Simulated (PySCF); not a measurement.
# Mayer bond orders and bond lengths

Species: C₇H₁₂OSSi.
Numbering: `[CH2:1]=[CH:2][Si:3]1([S:4][CH2:5][C:6]([CH3:7])=[O:8])[CH2:9][CH2:10]1` (hydrogens: H11, H12 on C1; H13 on C2; H14, H15 on C5; H16, H17, H18 on C7; H19, H20 on C9; H21, H22 on C10)

Structure used (GFN2-xTB), in Å, numbered top down from 1:
```
atom  x, y, z in Å
C1    -2.467    0.897   -1.504
C2    -2.158   -0.170   -0.784
Si3   -0.933   -0.167    0.627
S4     0.243    1.632    0.838
C5     1.147    1.517   -0.762
C6     1.619    0.106   -0.851
C7     3.096   -0.129   -0.805
O8     0.801   -0.801   -0.864
C9    -0.507   -1.635    1.731
C10   -1.559   -0.709    2.335
H11   -3.173    0.860   -2.319
H12   -2.033    1.864   -1.303
H13   -2.629   -1.116   -1.012
H14    1.948    2.250   -0.739
H15    0.430    1.746   -1.551
H16    3.586    0.398   -1.621
H17    3.313   -1.193   -0.867
H18    3.486    0.269    0.131
H19    0.445   -1.676    2.239
H20   -0.846   -2.615    1.433
H21   -1.267   -0.185    3.232
H22   -2.552   -1.125    2.416
```

Bond orders from the PBE0/pcSseg-1 density (PySCF). Isolated species at its GFN2-xTB geometry (one conformer only).

Q: How far do the computed orders between heavy atoms stray from the drawn ones?

A: The largest departure is 0.162, at C6–O8 (drawn double, 1.838).

Q: Set the Mayer orders of the bonds between heavy atoms beside their lengths.

A: 
| bond | drawn as | length (Å) | Mayer order |
| --- | --- | --- | --- |
| C1–C2 | double | 1.324 | 1.994 |
| C2–Si3 | single | 1.868 | 0.889 |
| Si3–S4 | single | 2.160 | 0.936 |
| S4–C5 | single | 1.842 | 0.963 |
| C5–C6 | single | 1.491 | 0.970 |
| C6–C7 | single | 1.496 | 1.030 |
| C6–O8 | double | 1.222 | 1.838 |
| Si3–C9 | single | 1.886 | 0.929 |
| C9–C10 | single | 1.527 | 0.888 |
| C10–Si3 | single | 1.898 | 0.895 |

Bonds between the same two heavy elements. C–C: lowest C9–C10 (0.888, 1.527 Å), highest C1–C2 (1.994, 1.324 Å); in 1 of the 6 pairs the longer bond (by over 0.003 Å) has the higher order (by 0.02 or more). C–Si: lowest C2–Si3 (0.889, 1.868 Å), highest Si3–C9 (0.929, 1.886 Å); in 1 of the 3 pairs the longer bond (by over 0.003 Å) has the higher order (by 0.02 or more).

Q: And the bonds to hydrogen?

A: C–H: 0.91 to 0.95 (12 bonds).

Q: Sum the orders of all bonds at each heavy atom with more than one neighbour and set the sums beside the valence in the SMILES.

A: C1 3.892 (drawn 4), C2 3.822 (drawn 4), Si3 3.649 (drawn 4), S4 1.899 (drawn 2), C5 3.786 (drawn 4), C6 3.838 (drawn 4), C7 3.857 (drawn 4), C9 3.708 (drawn 4), C10 3.688 (drawn 4). Orders between atoms that aren't bonded are not in these sums.

For a closed shell the Mayer order of atoms A and B is Σ (PS)μν (PS)νμ over the basis functions μ on A and ν on B, with P the density and S the overlap matrix.
